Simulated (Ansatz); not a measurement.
A nudged elastic band was laid between two geometries of a periodic cell of 17 atoms, Ba16C (host Ba, host structure bcc, interstitial C).

Level of theory: DFT PBE, scalar-relativistic, plane waves, PAW (Ansatz 0.2.0). Settings: cutoff 420 eV, k mesh 2x2x2, gaussian smearing 0.15 eV, no spin polarisation.

| Property | Result |
| --- | --- |
| movable images | 5 |
| climbing image | yes |
| spring | 5.0 eV/Å² |
| optimiser | quadratic models (default) |
| start path | IDPP |
| force threshold | 0.05 eV/Å |
| iteration limit | 31 |
| end points | relaxed |

Initial state:

```xyz
17
Lattice="10.0400 0.0000 0.0000 0.0000 10.0400 0.0000 0.0000 0.0000 10.0400" Properties=species:S:1:pos:R:3
Ba 0.208 -0.001 0.132
Ba 4.893 -0.002 0.094
Ba -0.098 5.018 -0.113
Ba 0.206 -0.001 4.879
Ba 2.319 2.383 2.507
Ba 5.075 5.018 0.065
Ba 4.894 -0.002 4.920
Ba 7.645 2.421 2.506
Ba -0.099 5.018 5.126
Ba 2.318 7.653 2.507
Ba 2.611 2.619 7.526
Ba 5.077 5.018 4.948
Ba 7.645 7.616 2.506
Ba 7.478 2.431 7.527
Ba 2.610 7.418 7.526
Ba 7.479 7.605 7.527
C 1.279 -0.002 2.506
```

Final state:

```xyz
17
Lattice="10.0400 0.0000 0.0000 0.0000 10.0400 0.0000 0.0000 0.0000 10.0400" Properties=species:S:1:pos:R:3
Ba 0.001 0.231 0.113
Ba 5.022 -0.111 -0.130
Ba 0.002 4.867 0.109
Ba 0.001 0.227 4.899
Ba 2.400 2.288 2.508
Ba 5.022 5.085 0.082
Ba 5.022 -0.112 5.141
Ba 7.643 2.289 2.507
Ba 0.002 4.867 4.903
Ba 2.403 7.675 2.505
Ba 2.639 2.621 7.525
Ba 5.022 5.087 4.931
Ba 7.640 7.675 2.505
Ba 7.405 2.621 7.525
Ba 2.422 7.466 7.526
Ba 7.621 7.465 7.526
C 0.001 1.267 2.507
```

Problem. Which bonds break or form, and what moves?

Solution. Contacts lost: Ba10–C17. Contacts made: Ba8–C17. The atom that moves furthest is C17, by 1.80 Å.

Problem. What energy profile does the band end with?

Solution. The forces met the threshold. The highest image is number 6 of 0 to 6, 0.000 eV above the ends, which have the same energy within 2 meV. The highest image is an end point: on this band no image between the ends rises above it. Inner images lie up to 0.009 eV below the lower end, so the ends aren't the lowest states on this path. Limits of this set-up: coarse k mesh.

```json
{"image": "0", "path coordinate (Å)": "0.00", "energy (eV)": "0.000", "Ba10–C17 (Å)": "2.60", "Ba8–C17 (Å)": "4.40"}
{"image": "1", "path coordinate (Å)": "0.50", "energy (eV)": "-0.003", "Ba10–C17 (Å)": "2.63", "Ba8–C17 (Å)": "3.98"}
{"image": "2", "path coordinate (Å)": "1.00", "energy (eV)": "-0.001", "Ba10–C17 (Å)": "2.70", "Ba8–C17 (Å)": "3.49"}
{"image": "3", "path coordinate (Å)": "1.49", "energy (eV)": "-0.009", "Ba10–C17 (Å)": "2.93", "Ba8–C17 (Å)": "2.91"}
{"image": "4", "path coordinate (Å)": "1.97", "energy (eV)": "-0.001", "Ba10–C17 (Å)": "3.53", "Ba8–C17 (Å)": "2.69"}
{"image": "5", "path coordinate (Å)": "2.46", "energy (eV)": "-0.003", "Ba10–C17 (Å)": "3.99", "Ba8–C17 (Å)": "2.63"}
{"image": "6", "path coordinate (Å)": "2.94", "energy (eV)": "0.000", "Ba10–C17 (Å)": "4.35", "Ba8–C17 (Å)": "2.61"}
```

The run took 18 min on 4 threads of Arm Neoverse V2, with other jobs on the host, peak memory 6.3 GiB.
